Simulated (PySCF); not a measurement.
**As (arsenic, neutral): UHF calculation**

Configuration: [Ar] 3d10 4s1 4p3 5s1, high-spin 6S determinant (an excited configuration). Calculation: PySCF 2.14, in aug-cc-pVQZ-PP with ECP10MDF; a scalar-relativistic core potential.

* Total energy: -330.807011 hartree
* One-electron energy: -581.9173 hartree
* Hartree (Coulomb) energy: 276.7989 hartree
* Exchange energy: -25.6887 hartree
* ⟨S²⟩: 8.7519
* ⟨L²⟩: 0.000
* Sum of ⟨r⟩: 26.01 bohr
* Sum of ⟨r²⟩: 66.65 bohr²

```tsv
shell	electrons	mean orbital energy (eV)	rms radius, mean of both spins (bohr)
3s α	1	-226.55	0.642
3s β	1	-225.30	0.642
3p α	3	-169.76	0.668
3p β	3	-168.83	0.668
3d α	5	-62.687	0.742
3d β	5	-62.076	0.742
4s α	1	-28.845	2.02
4p α	3	-15.029	2.45
5s α	1	-3.299	5.96
```

Energies and moments cover only the electrons outside the core potential. The outer electron is Rydberg-like, and this basis confines it to a smaller radius and binds it less than a complete one would.
